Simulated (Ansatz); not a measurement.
`O=COCS` + `[NH2][GeH3]` → `O=C[NH][GeH3]` + `OCS`  (substitution at a C–O bond)

Calculated with Ansatz (gas phase, PBE0-D4/def2-TZVP geometries, no zero-point term in ΔE). CCSD(T)/CBS adds triple-zeta CCSD(T) − MP2 to the extrapolated MP2 energy (def2 sets, frozen cores). Functionals use def2-TZVPP. For Ge outer-core shells are correlated without core-valence functions, which leaves a few kJ/mol of doubt a bond. Scalar relativity is left out up to krypton. Each species was taken in one conformer, which may not be the lowest.

`O=COCS`:

```xyz
9

O    -0.736    1.962    0.578
C    -1.033    0.865    0.950
O    -0.543   -0.279    0.470
C     0.422   -0.132   -0.578
S     0.788   -1.713   -1.317
H    -1.760    0.642    1.744
H     0.017    0.505   -1.365
H     1.318    0.342   -0.179
H     1.527   -2.192   -0.303
```

`[NH2][GeH3]`:

```xyz
7

N     1.143    0.141    0.152
Ge   -0.688   -0.056    0.086
H     1.651   -0.687   -0.131
H     1.486    0.920   -0.393
H    -1.295    1.262    0.590
H    -1.251   -0.357   -1.324
H    -1.046   -1.222    1.020
```

`O=C[NH][GeH3]`:

```xyz
9

O    -1.398   -1.358   -0.362
C    -0.724   -1.167    0.627
N     0.197   -0.185    0.712
Ge    0.442    0.930   -0.766
H    -0.819   -1.790    1.536
H     0.715   -0.095    1.572
H    -0.863    1.674   -1.058
H     0.908    0.092   -1.958
H     1.542    1.898   -0.303
```

`OCS`:

Cartesian coordinates in Å:
```
O -1.040 0.596 0.328
C 0.024 -0.003 -0.367
S 0.584 -1.478 0.486
H -1.286 1.402 -0.136
H -0.279 -0.359 -1.359
H 0.867 0.686 -0.488
H 1.131 -0.844 1.536
```

| level | ΔE (kJ/mol) |
| --- | --- |
| BLYP-D4 | -15.2 |
| PBE0-D4 | -16.9 |
| ωB97M-V | -13.3 |
| PBE0 | -16.1 |

Q: What does CCSD(T)/CBS give? (An estimate is asked.)

A: Ansatz gave: -14.5 kJ/mol. The listed levels differ from it by -0.7, -2.4, 1.2, -1.6 kJ/mol.

Q: What do rigid-rotor, harmonic-oscillator terms from PBE0-D4/def2-TZVP frequencies (298.15 K, 1 bar) make of the CCSD(T)/CBS value? (Best estimate.)

A: The calculation gave: ΔZPE = +0.8 kJ/mol, ΔH = -13.7 kJ/mol, ΔS = -4 J/(mol·K), ΔG = -12.6 kJ/mol. Modes under 50 cm⁻¹ make the entropy rough.

Largest T1 diagnostic among the species: 0.015.

At CCSD(T), def2-SVP lies +4.5 kJ/mol from the extrapolated value and def2-TZVPP +2.8 kJ/mol. Leaving LDA and LC-ωPBE aside and taking each functional with its dispersion term where it has one, the values, not all of them listed here, spread over 4.5 kJ/mol, from HSE06-D4 to ωB97X-V.
